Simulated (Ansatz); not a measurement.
The lowest singlet and triplet of H2Si2 (SMILES [Si]=[SiH2]); geometries from B3LYP-D3(BJ)/def2-TZVP, each state relaxed from the structure named, with no frequency check.
Singlet (charge 0, multiplicity 1):
```xyz
4

Si     1.227    -0.058     0.011
Si    -0.970     0.046    -0.009
H     -1.855    -1.145    -0.011
H     -1.739     1.315    -0.021
```
Triplet (charge 0, multiplicity 3):
```xyz
4

Si     1.27642    -0.06075     0.01153
Si    -1.00470     0.04782    -0.00908
H     -1.95860    -1.09818    -0.01805
H     -1.84546     1.27923    -0.01632
```

A positive gap puts the triplet lower; no zero-point energy. R- takes a restricted singlet. U- takes an unrestricted singlet (broken symmetry where lower, unprojected). The triplet is unrestricted in single-reference levels.

Frozen-core correlation.

Codes used: Ansatz (a program for electronic structure) with Gaussian orbitals. Each number belongs to the level named beside it.

One of these levels gives -0.290 eV for the gap E(singlet) − E(triplet), adiabatic. Name it.
A) U-B3LYP/def2-TZVPP (spin-contaminated)
B) R-SVWN5/def2-TZVPP
C) R-wB97X-V/def2-TZVPP
D) R-SCS-MP2/cc-pV(Q+d)Z

A, U-B3LYP/def2-TZVPP (spin-contaminated). The others give -0.436 (R-SVWN5/def2-TZVPP), -0.316 (R-wB97X-V/def2-TZVPP), -0.491 (R-SCS-MP2/cc-pV(Q+d)Z)

Doubts at one or more of the structures used: a restricted determinant that unrestricted orbitals would lower (R-SCS-MP2/cc-pV(Q+d)Z).
